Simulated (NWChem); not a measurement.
N-methylmethanimine (C2H5N); SMILES C=NC

```xyz
8

C     -0.1225     1.1414     0.0000
N      0.5476    -0.1378     0.0000
C     -0.1647    -1.1932     0.0000
H      0.2041     1.7259     0.8865
H      0.2041     1.7259    -0.8865
H     -1.2402     1.0834     0.0000
H     -1.2857    -1.1865     0.0000
H      0.3291    -2.1858     0.0000
```
Atoms are numbered in this order, from 1.

Results from NWChem. Pople sets run with spherical d functions. Coordinates come from a PBE-D3(BJ)/def2-SVP optimisation. Static field.

### Question
Order these by “anisotropy (bohr³)”, lowest first: PBE0/Sadlej pVTZ; PBE0/6-31G*; PBE0/6-31+G*.

### Answer
PBE0/Sadlej pVTZ (17.7), PBE0/6-31+G* (18.6), PBE0/6-31G* (20.2)
